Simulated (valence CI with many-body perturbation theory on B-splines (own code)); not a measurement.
**Yb62+: E2, E3, M1, M2 decay**

Calculated by valence CI with perturbative core correlation (CI+MBPT): six valence electrons over a frozen Dirac-Fock core [He], radial functions for each j: 9 s, 9 p, 8 d, 6 f, 3 g, 1 h, with the one-electron correlation potential Σ1, the two-electron term Σ2, the three-electron term Σ3, Breit, model QED; selected CI, second order for the rest, scaled by the run's own slope (own B-spline code, finite nucleus).

No measured spectrum was set against this ion. As an estimate, large intervals hold to a few tenths of a per cent, small ones and those within an open d or f shell to about a per cent. Among the levels kept, up to 2100 cm⁻¹ of a level comes from second order outside the variational space, and about a tenth of that is noise between levels of different J, which matters for small intervals.

Lines 1 to 50 of 52 in falling wavelength, among levels below 75061 × 10³ cm⁻¹, chosen from the decays that carry over 1 % of a level's rate. Wavelengths and rates use the calculated energies. Electric multipoles are in the length gauge with retardation, E1 and E2 with the static RPA response of the core. M1 uses the relativistic operator with retardation. Weak lines are less certain than strong ones. Lines between different terms over intervals too small for the method are left out, as are lines whose strength nearly cancels. The highest levels of a list are the least certain.

Levels are named by their leading jj configuration (3d3/2^4 stands for four electrons in 3d with j = 3/2), which in mixed levels can hold well under half, so a name can repeat and another be missing. Letters in brackets count levels of one name in rising energy.

```tsv
λ vac (Å)	Upper	Lower	Type	A (s⁻¹)	Branch %
221.3	(2s^2 2p1/2^2 2p3/2^2) J=0	(2s^2 2p1/2^2 2p3/2^2) J=2	E2	7.12e+01	100.0
12.07	(2s^2 2p1/2 2p3/2^3) J=1	(2s^2 2p1/2^2 2p3/2^2) J=0	M1	3.47e+09	26.0
11.65	(2s^2 2p1/2 2p3/2^2 3p1/2) J=1 [a]	(2s^2 2p1/2^2 2p3/2 3p1/2) J=1	M1	9.48e+09	1.7
11.45	(2s^2 2p1/2 2p3/2^3) J=1	(2s^2 2p1/2^2 2p3/2^2) J=2	M1	9.85e+09	73.7
11.25	(2s^2 2p1/2 2p3/2^3) J=2	(2s^2 2p1/2^2 2p3/2^2) J=2	M1	5.91e+09	98.8
11.03	(2s^2 2p3/2^4) J=0	(2s^2 2p1/2 2p3/2^3) J=1	M1	2.49e+10	57.3
1.596	(2s^2 2p1/2^2 2p3/2 3p1/2) J=2	(2s^2 2p1/2^2 2p3/2^2) J=0	E2	3.47e+11	20.3
1.592	(2s^2 2p1/2 2p3/2^2 3p1/2) J=1 [a]	(2s^2 2p1/2 2p3/2^3) J=2	E2	1.89e+11	34.2
1.591	(2s^2 2p1/2 2p3/2^2 3p1/2) J=2 [a]	(2s^2 2p1/2 2p3/2^3) J=2	E2	2.17e+10	2.2
1.591	(2s^2 2p1/2 2p3/2^2 3p1/2) J=2 [a]	(2s^2 2p1/2 2p3/2^3) J=2	M1	1.41e+10	1.4
1.589	(2s^2 2p1/2 2p3/2^2 3p1/2) J=1 [a]	(2s^2 2p1/2 2p3/2^3) J=1	E2	1.88e+11	34.0
1.589	(2s^2 2p1/2 2p3/2^2 3p1/2) J=1 [a]	(2s^2 2p1/2 2p3/2^3) J=1	M1	2.35e+10	4.2
1.587	(2s^2 2p1/2 2p3/2^2 3p1/2) J=3	(2s^2 2p1/2 2p3/2^3) J=2	E2	1.09e+12	79.6
1.587	(2s^2 2p1/2 2p3/2^2 3p1/2) J=2 [a]	(2s^2 2p1/2 2p3/2^3) J=1	E2	8.85e+11	88.9
1.585	(2s^2 2p1/2^2 2p3/2 3p1/2) J=1	(2s^2 2p1/2^2 2p3/2^2) J=2	E2	9.43e+11	88.6
1.585	(2s^2 2p1/2^2 2p3/2 3p1/2) J=1	(2s^2 2p1/2^2 2p3/2^2) J=2	M1	2.33e+10	2.2
1.584	(2s^2 2p1/2^2 2p3/2 3p1/2) J=2	(2s^2 2p1/2^2 2p3/2^2) J=2	E2	1.29e+12	75.1
1.584	(2s^2 2p1/2 2p3/2^2 3p1/2) J=3	(2s^2 2p1/2 2p3/2^3) J=1	E2	1.82e+11	13.2
1.580	(2s^2 2p1/2 2p3/2^2 3p1/2) J=2 [b]	(2s^2 2p1/2 2p3/2^3) J=2	E2	6.10e+11	28.0
1.578	(2s^2 2p1/2 2p3/2^2 3p1/2) J=1 [b]	(2s^2 2p1/2 2p3/2^3) J=2	E2	4.93e+11	40.8
1.578	(2s^2 2p1/2 2p3/2^2 3p1/2) J=1 [b]	(2s^2 2p1/2 2p3/2^3) J=2	M1	1.25e+10	1.0
1.576	(2s^2 2p1/2 2p3/2^2 3p1/2) J=2 [b]	(2s^2 2p1/2 2p3/2^3) J=1	E2	1.16e+11	5.3
1.574	(2s^2 2p1/2 2p3/2^2 3p1/2) J=1 [b]	(2s^2 2p1/2 2p3/2^3) J=1	E2	4.94e+11	41.0
1.569	(2s^2 2p1/2 2p3/2^2 3p1/2) J=0	(2s^2 2p1/2 2p3/2^3) J=2	E2	9.74e+11	46.6
1.531	(2s^2 2p1/2 2p3/2^2 3p3/2) J=0	(2s^2 2p1/2 2p3/2^3) J=2	E2	2.99e+11	14.6
1.531	(2s^2 2p1/2 2p3/2^2 3p3/2) J=3 [a]	(2s^2 2p1/2 2p3/2^3) J=2	E2	1.70e+11	7.4
1.530	(2s^2 2p1/2^2 2p3/2 3p3/2) J=2	(2s^2 2p1/2^2 2p3/2^2) J=0	E2	3.74e+11	24.2
1.528	(2s^2 2p1/2 2p3/2^2 3p3/2) J=2 [a]	(2s^2 2p1/2 2p3/2^3) J=1	E2	2.08e+11	1.5
1.527	(2s^2 2p1/2 2p3/2^2 3p3/2) J=3 [a]	(2s^2 2p1/2 2p3/2^3) J=1	E2	1.76e+11	7.7
1.527	(2s^2 2p1/2 2p3/2^2 3p3/2) J=4	(2s^2 2p1/2 2p3/2^3) J=2	E2	3.48e+11	16.2
1.527	(2s^2 2p1/2 2p3/2^2 3p3/2) J=3 [b]	(2s^2 2p1/2 2p3/2^3) J=2	E2	2.12e+11	9.7
1.524	(2s^2 2p1/2^2 2p3/2 3p3/2) J=3	(2s^2 2p1/2^2 2p3/2^2) J=2	E2	7.14e+11	42.5
1.524	(2s^2 2p1/2^2 2p3/2 3p3/2) J=1	(2s^2 2p1/2^2 2p3/2^2) J=2	E2	7.27e+11	42.5
1.523	(2s^2 2p1/2 2p3/2^2 3p3/2) J=3 [b]	(2s^2 2p1/2 2p3/2^3) J=1	E2	1.69e+11	7.8
1.520	(2s^2 2p1/2 2p3/2^2 3p3/2) J=1 [b]	(2s^2 2p1/2 2p3/2^3) J=2	E2	6.47e+11	3.0
1.518	(2s^2 2p1/2 2p3/2^2 3p3/2) J=2 [b]	(2s^2 2p1/2 2p3/2^3) J=2	E2	9.47e+11	23.2
1.516	(2s^2 2p1/2 2p3/2^2 3p3/2) J=1 [b]	(2s^2 2p1/2 2p3/2^3) J=1	E2	3.28e+11	1.5
1.515	(2s^2 2p1/2 2p3/2^2 3p3/2) J=2 [b]	(2s^2 2p1/2 2p3/2^3) J=1	E2	2.79e+11	6.8
1.515	(2s^2 2p1/2^2 2p3/2 3p3/2) J=0	(2s^2 2p1/2^2 2p3/2^2) J=2	E2	1.88e+12	51.6
1.511	(2s^2 2p1/2 2p3/2^2 3p3/2) J=1 [c]	(2s^2 2p1/2 2p3/2^3) J=1	E2	7.54e+10	1.3
1.489	(2s^2 2p1/2^2 2p3/2 3d5/2) J=4	(2s^2 2p1/2^2 2p3/2^2) J=2	M2	4.28e+10	35.4
1.489	(2s^2 2p1/2^2 2p3/2 3d5/2) J=4	(2s^2 2p1/2^2 2p3/2^2) J=2	E3	3.15e+09	2.6
1.348	(2s^2 2p1/2 2p3/2^2 3p3/2) J=2 [a]	(2s^2 2p1/2^2 2p3/2^2) J=2	E2	2.21e+11	1.6
1.348	(2s^2 2p1/2 2p3/2^2 3p3/2) J=0	(2s^2 2p1/2^2 2p3/2^2) J=2	E2	8.26e+11	40.5
1.347	(2s^2 2p1/2 2p3/2^2 3p3/2) J=3 [a]	(2s^2 2p1/2^2 2p3/2^2) J=2	E2	4.10e+11	17.9
1.346	(2s^2 2p1/2 2p3/2^2 3p3/2) J=2 [b]	(2s^2 2p1/2^2 2p3/2^2) J=0	E2	2.20e+11	5.4
1.345	(2s^2 2p1/2 2p3/2^2 3p3/2) J=1 [a]	(2s^2 2p1/2^2 2p3/2^2) J=2	E2	6.66e+11	1.7
1.344	(2s^2 2p1/2 2p3/2^2 3p3/2) J=4	(2s^2 2p1/2^2 2p3/2^2) J=2	E2	8.99e+11	41.8
1.344	(2s^2 2p1/2 2p3/2^2 3p3/2) J=3 [b]	(2s^2 2p1/2^2 2p3/2^2) J=2	E2	4.62e+11	21.2
1.343	(2s^2 2p1/2 2p3/2^2 3p3/2) J=2 [c]	(2s^2 2p1/2^2 2p3/2^2) J=0	E2	6.55e+11	31.1
```
